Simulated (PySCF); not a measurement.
## Where the electron goes

Species: C7H7N.
Atom-mapped SMILES: `[CH2:1]=[CH:2]/[CH:3]=[CH:4]/[CH:5]=[CH:6]\[C:7]#[N:8]` (hydrogens: H9, H10 on C1; H11 on C2; H12 on C3; H13 on C4; H14 on C5; H15 on C6)

Cartesian coordinates in Å at the PBE0-D3(BJ)/def2-SVP level; atoms count from 1:
```xyz
15
C7H7N angstrom
C     -2.986   -0.740   -0.011
C     -1.666   -0.891   -0.211
C     -0.672    0.061    0.226
C      0.660   -0.085    0.029
C      1.630    0.878    0.474
C      2.971    0.779    0.305
C      3.589   -0.322   -0.351
N      4.096   -1.220   -0.885
H     -3.706   -1.484   -0.358
H     -3.384    0.137    0.508
H     -1.298   -1.781   -0.735
H     -1.035    0.954    0.750
H      1.032   -0.974   -0.493
H      1.252    1.764    0.994
H      3.638    1.561    0.677
```

The calculation used PySCF 2.14.0, density-fitted response routines, TDDFT CAM-B3LYP/def2-SVPD, vertical, gas phase, core orbitals frozen in the response.

Kohn–Sham orbitals with the atoms that hold most of them (Löwdin shares over 4%, at most four atoms; ? is withheld):

```json
{"orbital": "LUMO+2", "ε (eV)": "1.18", "atoms": "H14 18%, C5 17%, C6 14%, H15 13%"}
{"orbital": "LUMO+1", "ε (eV)": "0.98", "atoms": "C5 18%, C1 16%, C2 15%, C4 12%"}
{"orbital": "LUMO", "ε (eV)": "-1.45", "atoms": "?"}
{"orbital": "HOMO", "ε (eV)": "?", "atoms": "?"}
{"orbital": "HOMO-1", "ε (eV)": "-10.04", "atoms": "C2 17%, C5 16%, C1 15%, N8 15%"}
{"orbital": "HOMO-2", "ε (eV)": "-10.98", "atoms": "N8 46%, C7 35%, C6 7%"}
{"orbital": "HOMO-3", "ε (eV)": "-11.55", "atoms": "C3 20%, C2 16%, C4 15%, N8 14%"}
```

Give the leading atoms of the LUMO.

C6 (bonded to 2 C and H) 16%; C3 (bonded to 2 C and H) 16%; C5 (bonded to 2 C and H) 15%; C1 (bonded to C and 2 H) 13%.

Give the leading atoms of the HOMO.

C1 (bonded to C and 2 H) 16%; C4 (bonded to 2 C and H) 16%; C6 (bonded to 2 C and H) 16%; C3 (bonded to 2 C and H) 15%.

What is the HOMO energy, and the HOMO–LUMO gap?

ε(HOMO) = -7.94 eV; the gap is 6.49 eV (0.2384 hartree).

The HOMO–LUMO gap is 6.49 eV. Where does the response calculation put the lowest singlet, and from which orbitals?

S1 is at 4.43 eV (f = 1.084), 2.06 eV below the gap, made of HOMO→LUMO (98%). Without the coupling terms of the response equations the lowest excitation would equal the gap.

Give energy, strength and leading configuration of S1, S2, S3 and S5, and follow the Löwdin shares of the leading atoms from the occupied to the empty orbital.

- S1 (4.43 eV, f 1.084), HOMO→LUMO (98%): C1 16% → 13%, C4 16% → at most 14%, C6 16% → 16%, C3 15% → 16%
- S2 (6.04 eV, f 0.015), HOMO-1→LUMO (77%): C2 17% → at most 14%, C5 16% → 15%, C6 at most 15% → 16%, C3 at most 15% → 16%
- S3 (6.09 eV, f 0.0001), HOMO-2→LUMO (80%): N8 46% → at most 14%, C7 35% → at most 14%, C6 7% → 16%, C3 at most 4% → 16%
- S5 (6.43 eV, f 0.089), HOMO→LUMO+1 (74%): C1 16% → 16%, C4 16% → 12%, C5 at most 15% → 18%

Löwdin shares depend on the basis, the more so with diffuse functions.

One conformer stands for the species.
